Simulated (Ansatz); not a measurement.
Calculated with Ansatz (gas phase, PBE0-D4/def2-TZVP geometries, no zero-point term in ΔE). CCSD(T)/CBS adds triple-zeta CCSD(T) − MP2 to the extrapolated MP2 energy (def2 sets, frozen cores). This one scheme is used for every species. Functionals use def2-TZVPP. HSE06 is defined as in plane-wave codes. For Ga outer-core shells are correlated without core-valence functions, which leaves a few kJ/mol of doubt a bond. Scalar relativity is left out up to krypton. Each species was taken in one conformer, which may not be the lowest.

Reaction (adduct formation): NH₃ + `[Cl][Ga]([Cl])[Cl]` → `[NH3+][Ga-]([Cl])([Cl])[Cl]`

CCSD(T)/CBS gives -143.0 kJ/mol.

(1) Another level gave -142.5 kJ/mol. Which?
A. PBE/def2-TZVPP
B. SCS-MP2/def2-TZVPP
C. HSE06/def2-TZVPP
D. r2SCAN0-D4/def2-TZVPP

Largest T1 diagnostic among the species: 0.011.

Results:

(1) B. SCS-MP2/def2-TZVPP -142.5, r2SCAN0-D4 -150.3, HSE06 -134.4, PBE -124.0 kJ/mol.

From BLYP to BHLYP (50 % exact exchange), in def2-TZVPP and without D4, ΔE moves by −28.3 kJ/mol. At CCSD(T), def2-SVP lies −8.4 kJ/mol from the extrapolated value and def2-TZVPP −1.9 kJ/mol. In def2-TZVPP, CCSD(T) changes the Hartree–Fock value by −15.9 kJ/mol (the triples alone add −1.5 kJ/mol) and MP2 by −19.7 kJ/mol.
